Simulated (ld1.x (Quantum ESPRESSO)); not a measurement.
# Building the PAW potential for silver (Ag) (LDA (PZ), scalar-relativistic).

ld1.x (Quantum ESPRESSO) 7.5 was run on this input:

```
&input
   title='Ag', zed=47., rel=1, dft='PZ', iswitch=3,
   config='[Kr] 4d10 5s0 5p1',
   nld=3, rlderiv=2.20, eminld=-9.0, emaxld=5.0, deld=0.04
 /
 &inputp
   pseudotype=3, lpaw=.true., tm=.true., lloc=-1, rcloc=1.85,
   nlcc=.true., new_core_ps=.true.,
   which_augfun='GAUSS', rmatch_augfun=0.95,
   file_pseudopw='Ag.UPF', file_wfcaegen='ae.wfc', file_wfcncgen='nc.wfc', file_beta='beta', file_chi='chi', file_wfcusgen='us.wfc'
 /
6
4S  1  0   2.00   0.00  1.25  1.50  0.0
5S  2  0   0.00   0.00  1.25  1.50  0.0
4P  2  1   6.00   0.00  1.65  2.00  0.0
5P  3  1   1.00   0.00  1.65  2.00  0.0
4D  3  2  10.00   0.00  1.35  1.80  0.0
4D  3  2   0.00   0.45  1.35  1.80  0.0
 &test
   configts(1)='4s2 4p6 4d10 5s0 5p1'
 /
```

Command:

```bash
ld1.x < Ag.in > Ag.out
```

Output (shortened: banner, matrices, multipoles, cross overlaps and the repeated all-electron block are left out):

```
Program LD1 v.7.5
     --------------------------- All-electron run ----------------------------

     Ag
     scalar relativistic calculation

     atomic number is 47.00
     dft =PZ   lsd =0 sic =0 latt =0  beta=0.20 tr2=1.0E-14
     Exchange-correlation= PZ
                           (   1   1   0   0   0   0   0)
     mesh =1237 r(mesh) =  99.46963 a.u. xmin = -7.00 dx = 0.01250
     1 Ry =  13.60569312 eV, c = 137.03599908

     n l     nl                  e(Ry)          e(Ha)          e(eV)
     1 0     1S 1( 2.00)     -1859.5854      -929.7927    -25300.9485
     2 0     2S 1( 2.00)      -273.9834      -136.9917     -3727.7334
     2 1     2P 1( 6.00)      -245.9324      -122.9662     -3346.0814
     3 0     3S 1( 2.00)       -50.3090       -25.1545      -684.4888
     3 1     3P 1( 6.00)       -41.0953       -20.5477      -559.1304
     4 0     4S 1( 2.00)        -7.1326        -3.5663       -97.0437
     4 1     4P 1( 6.00)        -4.4574        -2.2287       -60.6465
     3 2     3D 1(10.00)       -26.5188       -13.2594      -360.8066
     4 2     4D 1(10.00)        -0.7050        -0.3525        -9.5923
     5 0     5S 1( 0.00)        -0.4452        -0.2226        -6.0576
     5 1     5P 1( 1.00)        -0.1365        -0.0682        -1.8565

     final scf error:  5.3E-15 reached in  26 iterations

     Etot =  -10621.969258 Ry,   -5310.984629 Ha, -144519.254088 eV

     Ekin =   11032.177438 Ry,    5516.088719 Ha,  150100.420699 eV
     Encl =  -25678.610468 Ry,  -12839.305234 Ha, -349375.293857 eV
     Eh   =    4312.575083 Ry,    2156.287542 Ha,   58675.573151 eV
     Exc  =    -288.111311 Ry,    -144.055655 Ha,   -3919.954080 eV

     normalization and overlap integrals

     s(1S/1S) =  1.000000  <r> =   0.0311  <r2> =    0.0013  r(max) =   0.0202
     s(2S/2S) =  1.000000  <r> =   0.1351  <r2> =    0.0215  r(max) =   0.1136
     s(2P/2P) =  1.000000  <r> =   0.1177  <r2> =    0.0169  r(max) =   0.0907
     s(3S/3S) =  1.000000  <r> =   0.3692  <r2> =    0.1559  r(max) =   0.3328
     s(3P/3P) =  1.000000  <r> =   0.3681  <r2> =    0.1574  r(max) =   0.3246
     s(4S/4S) =  1.000000  <r> =   0.9114  <r2> =    0.9425  r(max) =   0.8186
     s(4P/4P) =  1.000000  <r> =   1.0005  <r2> =    1.1497  r(max) =   0.8714
     s(3D/3D) =  1.000000  <r> =   0.3460  <r2> =    0.1427  r(max) =   0.2725
     s(4D/4D) =  1.000000  <r> =   1.4050  <r2> =    2.4442  r(max) =   1.0381
     s(5S/5S) =  1.000000  <r> =   3.0090  <r2> =   10.4951  r(max) =   2.4287
     s(5P/5P) =  1.000000  <r> =   4.5964  <r2> =   25.2035  r(max) =   3.4465

     ------------------------ End of All-electron run ------------------------

     --------------------- Generating PAW atomic setup --------------------

      Generating local potential from pseudized AE potential:
      Matching radius rcloc =   1.8500

      Local pseudo, rcloc= 1.868 Estimated cut-off energy=     7.16 Ry

      Computing core charge for nlcc:

       r > 0.59 : true rho core
      Core charge pseudized with two Bessel functions
      Integrated core pseudo-charge :  17.25
      Wfc-us  4S rcutus= 1.492  Estimated cut-off energy=    24.81 Ry
      Wfc-us  5S rcutus= 1.492  Estimated cut-off energy=    50.03 Ry
      Wfc-us  4P rcutus= 2.013  Estimated cut-off energy=    21.87 Ry
      Wfc-us  5P rcutus= 2.013  Estimated cut-off energy=    41.00 Ry
      Wfc-us  4D rcutus= 1.822  Estimated cut-off energy=    35.21 Ry
      Wfc-us  4D rcutus= 1.822  Estimated cut-off energy=    48.69 Ry

     Required augmentation: GAUSS   radius:    0.950000
     Message from routine us2paw:
     GAUSS augmentation functions are ususally harder than BESSEL; use BESSEL instead unless you have discontinuity in local potential

     Estimated PAW energy = -547.006348 Ryd

     ------------------- End of pseudopotential generation -------------------

     Computing logarithmic derivative in   2.21139
     Computing logarithmic derivative in   2.21139
     Computing the partial wave expansion
     R is outside the sphere for l=    0 j= 0.00
     R is outside the sphere for l=    0 j= 0.00
     R is outside the sphere for l=    1 j= 0.00
     R is outside the sphere for l=    1 j= 0.00
     R is outside the sphere for l=    2 j= 0.00
     R is outside the sphere for l=    2 j= 0.00

     ---------------------- Testing the pseudopotential ----------------------

     Ag
     scalar relativistic calculation

     atomic number is 47.00   valence charge is 19.00
     dft = SLA  PZ   NOGX NOGC   lsd =0 sic =0 latt =0  beta=0.20 tr2=1.0E-14
     mesh =1237 r(mesh) =  99.46963 xmin = -7.00 dx = 0.01250

     n l     nl             e AE (Ry)        e PS (Ry)    De AE-PS (Ry)
     1 0     4S   1( 2.00)       -7.13258       -7.13257       -0.00001
     2 1     4P   1( 6.00)       -4.45744       -4.45742       -0.00002
     3 2     4D   1(10.00)       -0.70502       -0.70502       -0.00001
     2 0     5S   1( 0.00)       -0.44523       -0.44522       -0.00000
     3 1     5P   1( 1.00)       -0.13645       -0.13645       -0.00000

     eps = 8.7E-16  iter =  7

     Etot =  -10621.969258 Ry,   -5310.984629 Ha, -144519.254088 eV
     Etotps =  -547.006359 Ry,    -273.503179 Ha,   -7442.400651 eV

     Ekin =     395.597711 Ry,     197.798855 Ha,    5382.381054 eV
     Encl =    -909.393737 Ry,    -454.696868 Ha,  -12372.932109 eV
     Ehrt =     254.901021 Ry,     127.450511 Ha,    3468.105074 eV
     Ecxc =    -288.111354 Ry,    -144.055677 Ha,   -3919.954670 eV
     (Ecc =     -80.508882 Ry,     -40.254441 Ha,   -1095.379146 eV)

     ---------------------- End of pseudopotential test ----------------------
```

Generation and configuration tests took about 1.3 s on one core of a shared server CPU.

Transferability test of the new file with ld1.x, input:

```
&input
   title='Ag', zed=47., rel=1, dft='PZ', iswitch=2,
   config='[Kr] 4d10 5s0 5p1'
 /
 &test
   file_pseudo='Ag.UPF', nconf=10,
   configts(1)='4s2 4p6 4d10 5s0 5p1',
   configts(2)='4s2 4p6 4d10 5s1 5p0',
   configts(3)='4s2 4p6 4d10 5s0 5p0',
   configts(4)='4s2 4p6 4d9 5s0 5p0',
   configts(5)='4s2 4p6 4d10 5s0.5 5p0',
   configts(6)='4s2 4p6 4d8 5s0 5p0',
   configts(7)='4s2 4p6 4d9 5s1 5p1',
   configts(8)='4s2 4p6 4d9 5s1 5p0',
   configts(9)='4s2 4p6 4d10 5s0 5p1', lsdts(9)=1,
   configts(10)='4s2 4p6 4d10 5s1 5p0', lsdts(10)=1
 /
```

```bash
ld1.x < Ag.test.in > Ag.test.out
```

Pseudopotential blocks of its output, shortened (energy terms left out):

```
     ---------------------- Testing the pseudopotential ----------------------

     n l     nl             e AE (Ry)        e PS (Ry)    De AE-PS (Ry)
     1 0     4S   1( 2.00)       -7.13258       -7.13257       -0.00001
     2 1     4P   1( 6.00)       -4.45744       -4.45742       -0.00002
     3 2     4D   1(10.00)       -0.70502       -0.70502       -0.00001
     2 0     5S   1( 0.00)       -0.44523       -0.44522       -0.00000
     3 1     5P   1( 1.00)       -0.13645       -0.13645       -0.00000

     eps = 8.5E-16  iter =  7

     Etot =  -10621.969258 Ry,   -5310.984629 Ha, -144519.254088 eV
     Etotps =  -547.006359 Ry,    -273.503179 Ha,   -7442.400651 eV

     ---------------------- End of pseudopotential test ----------------------

          ---------------------- Testing the pseudopotential ----------------------

     n l     nl             e AE (Ry)        e PS (Ry)    De AE-PS (Ry)
     1 0     4S   1( 2.00)       -6.98809       -6.98785       -0.00025
     2 1     4P   1( 6.00)       -4.31196       -4.31750        0.00554  !
     3 2     4D   1(10.00)       -0.56314       -0.56448        0.00134
     2 0     5S   1( 1.00)       -0.34689       -0.34639       -0.00051
     3 1     5P   1( 0.00)       -0.06218       -0.06054       -0.00165

     eps = 5.6E-16  iter = 16

     Etot =  -10622.264787 Ry,   -5311.132394 Ha, -144523.274964 eV
     Etotps =  -547.302774 Ry,    -273.651387 Ha,   -7446.433591 eV
     dEtot_ae =      -0.295529 Ry
     dEtot_ps =      -0.296416 Ry,   Delta E=       0.000887 Ry

     ---------------------- End of pseudopotential test ----------------------

          ---------------------- Testing the pseudopotential ----------------------

     n l     nl             e AE (Ry)        e PS (Ry)    De AE-PS (Ry)
     1 0     4S   1( 2.00)       -7.59726       -7.59672       -0.00055
     2 1     4P   1( 6.00)       -4.92331       -4.92976        0.00645  !
     3 2     4D   1(10.00)       -1.17004       -1.17156        0.00152
     2 0     5S   1( 0.00)       -0.85449       -0.85370       -0.00079
     3 1     5P   1( 0.00)       -0.47182       -0.46684       -0.00498

     eps = 8.8E-15  iter = 16

     Etot =  -10621.669280 Ry,   -5310.834640 Ha, -144515.172680 eV
     Etotps =  -546.707810 Ry,    -273.353905 Ha,   -7438.338691 eV
     dEtot_ae =       0.299978 Ry
     dEtot_ps =       0.298549 Ry,   Delta E=       0.001429 Ry

     ---------------------- End of pseudopotential test ----------------------

          ---------------------- Testing the pseudopotential ----------------------

     n l     nl             e AE (Ry)        e PS (Ry)    De AE-PS (Ry)
     1 0     4S   1( 2.00)       -8.64700       -8.64749        0.00050
     2 1     4P   1( 6.00)       -5.96095       -5.96324        0.00229
     3 2     4D   1( 9.00)       -2.14230       -2.14309        0.00079
     2 0     5S   1( 0.00)       -1.55325       -1.55301       -0.00024
     3 1     5P   1( 0.00)       -1.06460       -1.06433       -0.00027

     eps = 8.2E-15  iter = 18

     Etot =  -10620.024170 Ry,   -5310.012085 Ha, -144492.789810 eV
     Etotps =  -545.061169 Ry,    -272.530585 Ha,   -7415.935004 eV
     dEtot_ae =       1.945089 Ry
     dEtot_ps =       1.945189 Ry,   Delta E=      -0.000101 Ry

     ---------------------- End of pseudopotential test ----------------------

          ---------------------- Testing the pseudopotential ----------------------

     n l     nl             e AE (Ry)        e PS (Ry)    De AE-PS (Ry)
     1 0     4S   1( 2.00)       -7.28002       -7.27962       -0.00040
     2 1     4P   1( 6.00)       -4.60496       -4.61100        0.00604  !
     3 2     4D   1(10.00)       -0.85461       -0.85605        0.00144
     2 0     5S   1( 0.50)       -0.59305       -0.59240       -0.00065
     3 1     5P   1( 0.00)       -0.25696       -0.25380       -0.00317

     eps = 4.9E-15  iter = 16

     Etot =  -10622.030652 Ry,   -5311.015326 Ha, -144520.089397 eV
     Etotps =  -547.068881 Ry,    -273.534440 Ha,   -7443.251305 eV
     dEtot_ae =      -0.061394 Ry
     dEtot_ps =      -0.062522 Ry,   Delta E=       0.001128 Ry

     ---------------------- End of pseudopotential test ----------------------
```

The test run then stopped with an error in new_paw_hamiltonian: “negative rho”.
